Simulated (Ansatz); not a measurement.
Species: fluoro selenohypofluorite, SeF2 (charge 0, singlet). 
Structure (B3LYP-D3(BJ)/def2-TZVP (Ansatz, a program for electronic structure) minimum search):
SMILES: [Se](F)F
```xyz
3

Se     0.0193    -0.0172     0.4006
F      0.6474     1.1463    -0.7415
F     -0.7202    -1.0811    -0.7717
```

Computed values are from Ansatz. Cores are frozen in the correlated levels unless marked. Open shells are spin-unrestricted. Spin-orbit coupling is left out. The frozen core is the preceding noble-gas configuration, with the filled d and f shells of earlier blocks. No relativistic terms. Basis-set limits of correlation are two-point, X^-3; Hartree-Fock from the larger set. The bracket is a focal-point correction in the basis named.

```
Item                                                                                                                                    Result
-------------------------------------------------------------------  -------------------------------------------------------------------------
atomisation energy De                                                                             703.8 kJ/mol at CCSD(T)/CBS(cc-pVTZ,cc-pVQZ)
vertical ionisation energy (to the doublet)                          10.19 eV at RI-MP2/CBS(aug-cc-pVTZ,aug-cc-pVQZ)+[CCSD(T)-MP2]/aug-cc-pVTZ
vertical electron affinity (to the doublet; negative means unbound)   0.31 eV at RI-MP2/CBS(aug-cc-pVTZ,aug-cc-pVQZ)+[CCSD(T)-MP2]/aug-cc-pVTZ
vertical triplet-singlet gap                                          2.31 eV at RI-MP2/CBS(aug-cc-pVTZ,aug-cc-pVQZ)+[CCSD(T)-MP2]/aug-cc-pVTZ
total energy                                                                                     -2599.6143 Eh at CCSD(T)/CBS(cc-pVTZ,cc-pVQZ)
dipole moment                                                                                                    2.03 D at CCSD(T)/aug-cc-pVDZ
T1 diagnostic                                                                                                            0.015 at CCSD/cc-pVQZ
```
